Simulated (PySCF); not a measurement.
# C₆ coefficients of unlike pairs at PBE0

Calculated with PySCF 2.14 from the dipole response of each species, C₆(A,B) = (3/π) ∫ α_A(iu) α_B(iu) du, in atomic units, from isotropic polarisabilities. For ions this is the dispersion term alone; charge-induced terms of lower order in 1/R come first.

| species | configuration | basis | relativity | α (bohr³) | C₆ (like pair) |
| --- | --- | --- | --- | --- | --- |
| P⁺ | [Ne] 3s2 3p2 (3P) | aug-cc-pwCVTZ (8s7p5d3f) | none | 14.34 | 73.95 |
| Ru³⁺ | [Kr] 4d5 (6S) | aug-cc-pwCVDZ-PP with ECP28MDF (6s6p5d3f) | core potential | 4.982 | 22.65 |
| V⁺ | [Ar] 3d4 (5D) | def2-QZVPPD (11s6p5d3f2g) | none | 14.51 | 51.53 |
| Ga³⁺ | [Ar] 3d10 (1S) | aug-cc-pVQZ-DK (8s7p5d3f2g) | spin-free X2C | 1.200 | 1.851 |

**Question.** Estimate C₆ for Ga³⁺ with P⁺.

**Answer.** The integral gives 9.723. The combination rule 2 C_A C_B / (C_A α_B/α_A + C_B α_A/α_B) gives 9.668 and the geometric mean 11.70.

No spin-orbit coupling is included.

The other pairs:

| pair | C₆ |
| --- | --- |
| V⁺, Ru³⁺ | 31.54 |
| V⁺, P⁺ | 60.60 |
| Ga³⁺, Ru³⁺ | 6.397 |
| Ga³⁺, V⁺ | 8.531 |
| Ru³⁺, P⁺ | 36.77 |
